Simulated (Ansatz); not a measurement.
Gas-phase reaction 2 R1 → P1, each structure at its B3LYP-D3(BJ)/def2-SVP stationary point, reached from a drawn start (curvature not checked).
R1: AlCl3 (SMILES [Cl][Al]([Cl])[Cl]), charge 0, multiplicity 1.
P1: Al2Cl6 (SMILES [Cl][Al-]1([Cl])[Cl+][Al-]([Cl])([Cl])[Cl+]1), charge 0, multiplicity 1.

P less R. No zero-point or thermal terms.

Cores are frozen in the correlated methods.

The values were computed with Ansatz (Gaussian orbitals). No computed number here is a measurement.

Total energies in hartree:

| structure | PBE/def2-TZVPP | PBE0/def2-TZVPP | CCSD(T)/cc-pV(T+d)Z |
|---|---|---|---|
| R1 | -1622.592475 | -1622.727986 | -1621.427155 |
| P1 | -3245.228385 | -3245.501777 | -3242.903160 |

Work out the reaction energy at each level in kcal/mol (1 hartree = 627.50947 kcal/mol), and say how far PBE/def2-TZVPP lies from CCSD(T)/cc-pV(T+d)Z.


- PBE/def2-TZVPP: (-3245.228385) − 2 × (-1622.592475) = -0.043435 hartree = -27.26 kcal/mol
- PBE0/def2-TZVPP: (-3245.501777) − 2 × (-1622.727986) = -0.045805 hartree = -28.74 kcal/mol
- CCSD(T)/cc-pV(T+d)Z: (-3242.903160) − 2 × (-1621.427155) = -0.048850 hartree = -30.65 kcal/mol
PBE/def2-TZVPP less CCSD(T)/cc-pV(T+d)Z: 3.39 kcal/mol. CCSD(T)/cc-pV(T+d)Z is the level counted from, the highest shown, and no exact or measured value.

Ansatz is an electronic-structure program.
